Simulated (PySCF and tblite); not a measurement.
Values are calculated unless marked as measured or tabulated.
C₈H₇F, numbered as in [CH2:1]=[CH:2][c:3]1[cH:4][cH:5][cH:6][c:7]([F:8])[cH:9]1.

Free energies: PBE0-D3(BJ)/def2-SVP (IEF-PCM, acetonitrile) on GFN2-xTB structures plus GFN2-xTB thermal terms, symmetry and mirror images included. Conformers within 3 kcal/mol (GFN2-xTB free energy) were kept, 8 at most. Programs: PySCF with density fitting and tblite.

Rotational constants are equilibrium values for the commonest isotopes; dipoles come from the energy level named and are polarised by its solvent model.

Torsions listed: C1–C2–C3–C4.

| conformer | shape | symmetry |
| --- | --- | --- |
| 1 | 180° | Cs |
| 2 | 0° | Cs |

(1) Give the rotational constants and dipole components.

Results:

(1) 
```json
{"conformer": "1", "A (MHz)": "2918", "B (MHz)": "1275", "C (MHz)": "887", "abs μa (D)": "1.19", "abs μb (D)": "1.42", "abs μc (D)": "0.00", "κ": "-0.62", "Ic−Ia−Ib (u Å²)": "0.0"}
{"conformer": "2", "A (MHz)": "3641", "B (MHz)": "1125", "C (MHz)": "860", "abs μa (D)": "1.60", "abs μb (D)": "1.09", "abs μc (D)": "0.00", "κ": "-0.81", "Ic−Ia−Ib (u Å²)": "0.0"}
```
